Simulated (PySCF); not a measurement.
```xyz
4
charge 1 multiplicity 1, angstrom
Ti    0.0000    0.0000   -0.6450
I     2.3791    0.0000    0.0834
I    -1.1895    2.0604    0.0834
I    -1.1895   -2.0604    0.0834
```

Computed with B3LYP/[Ti def2-SVP, I def2-SVP with ECP28], scalar-relativistic core potentials, density fitting, no spin–orbit coupling, PySCF.

This geometry of TiI₃⁺ is a stationary point at this level.

(1) What is the point group?

(2) Is it a minimum?

(3) Which band is strongest in the infrared?

(4) Give the atomic charges and bond orders.

(5) Give the ideal-gas entropy at 298.15 K and 1 bar by parts.

## Answers

(1) C3v.

(2) Yes: all harmonic wavenumbers are real.

(3) 363 cm⁻¹ (e), 151 km/mol.

(4) 
```json
{"atom": "Ti1", "Mulliken": "0.28", "Löwdin": "-0.07", "polar tensor": "1.50", "Mayer order to Ti1": "–"}
{"atom": "I2,3,4", "Mulliken": "0.24", "Löwdin": "0.36", "polar tensor": "-0.17", "Mayer order to Ti1": "1.81"}
```

(5) translation 184.4, rotation 129.5, vibration 71.7, spin 0.0; total 385.6 J/(mol K).

Only a few start shapes were tried, so a lower isomer may exist.
